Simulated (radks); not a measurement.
All-electron atom: Hg LIII in [Ne] 3s2 3p4 3d10 4d2 (not the ground configuration).

All-electron calculation, Dirac Kohn-Sham, SOGGA, spin-unpolarised, spherical densities, finite nucleus; open shells are shared between the two j in proportion to 2j + 1; Fermi nuclear charge, rms radius 5.4648 fm. Program: a radial shooting solver on a logarithmic mesh with Libxc functionals.

Energy parts (eV):
| part | energy |
|---|---|
| total | -472149.87 |
| kinetic | 550577.33 |
| electron-nucleus | -1095541.13 |
| Hartree | 79622.43 |
| exchange-correlation | -6808.50 |

Orbitals (lengths in bohr, moments of r in powers of bohr; <r^-3> diverges for s and p1/2):
| orbital | occ. | eigenvalue (eV) | <r^-3> | <1/r> | <r> |
|---|---|---|---|---|---|
| 1s1/2 | 2 | -86096.52 | - | 97.50 | 0.01659 |
| 2s1/2 | 2 | -17703.08 | - | 24.10 | 0.06904 |
| 2p1/2 | 2 | -17138.44 | - | 24.06 | 0.05670 |
| 2p3/2 | 4 | -15174.04 | 21630 | 19.48 | 0.06530 |
| 3s1/2 | 2 | -6289.834 | - | 9.092 | 0.1755 |
| 3p1/2 | 1.33333 | -6042.721 | - | 9.007 | 0.1655 |
| 3p3/2 | 2.66667 | -5580.342 | 5409 | 7.815 | 0.1798 |
| 3d3/2 | 4 | -5183.460 | 951.7 | 7.690 | 0.1556 |
| 3d5/2 | 6 | -5081.997 | 786.6 | 7.420 | 0.1600 |
| 4s1/2 | 0 | -3130.687 | - | 4.506 | 0.3441 |
| 4p1/2 | 0 | -3023.503 | - | 4.445 | 0.3383 |
| 4p3/2 | 0 | -2860.857 | 1958 | 4.022 | 0.3583 |
| 4d3/2 | 0.8 | -2696.050 | 345.9 | 3.923 | 0.3420 |
| 4d5/2 | 1.2 | -2659.877 | 282.9 | 3.827 | 0.3475 |
| 4f5/2 | 0 | -2486.237 | 78.47 | 3.649 | 0.3122 |
| 4f7/2 | 0 | -2474.572 | 75.22 | 3.613 | 0.3147 |
| 5d3/2 | 0 | -1664.807 | 168.2 | 2.409 | 0.5841 |
| 5d5/2 | 0 | -1647.314 | 137.1 | 2.363 | 0.5909 |

The highest occupied level is 4d5/2 at -2659.9 eV. The configuration is held as typed, so some empty levels lie below it. Summed over all electrons, <r^2> = 0.8180 bohr^2, which gives a Langevin (diamagnetic) susceptibility term of -0.648 x 10^-6 cm^3/mol.
